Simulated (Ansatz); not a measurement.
Complex (SMILES): [SiH4] (SiH4) with CC#N, atoms 1 to 5 the first; geometry from B3LYP-D3(BJ)/def2-TZVP, monomers rigid:
```xyz
11

Si    -0.2782    -0.3110     0.5434
H      0.3703     0.3249    -0.6277
H      0.4858    -0.0047     1.7685
H     -1.6621     0.2034     0.6592
H     -0.3267    -1.7748     0.3228
C     -3.3733    -2.6798     1.4880
C     -2.5202    -2.2119     2.5677
N     -1.8380    -1.8349     3.4125
H     -4.2233    -3.2313     1.8900
H     -3.7418    -1.8307     0.9118
H     -2.8079    -3.3342     0.8241
```

Interaction energy at B3LYP with Ansatz (a quantum-chemistry and plane-wave program), kcal/mol, without and with the counterpoise correction (monomers among the partner's ghost functions). All functions are spherical. The program fits the integrals of some runs and decomposes those of others, by size. No added dispersion term, no relativity. Reference, counterpoise-corrected: the value in aug-pcseg-3, 0.40.

| basis | functions | uncorrected |
|---|---|---|
| 6-31G | 54 | -0.03 |
| def2-SVPD | 140 | -0.18 |
| def2-TZVPPD | 278 | 0.34 |
| cc-pV(Q+d)Z | 439 | 0.35 |
| def2-QZVP | 451 | 0.39 |
| def2-QZVPP | 451 | 0.39 |
| def2-QZVPPD | 496 | 0.39 |
| aug-cc-pV(Q+d)Z | 651 | 0.36 |

**Question.** How large is the counterpoise correction in each set?

**Answer.** 6-31G 0.90, def2-SVPD 0.60, def2-TZVPPD 0.07, cc-pV(Q+d)Z 0.06, def2-QZVP 0.01, def2-QZVPP 0.01, def2-QZVPPD 0.01, aug-cc-pV(Q+d)Z 0.04 kcal/mol. The corrected value lies nearer the reference in 7 of 8 rows.
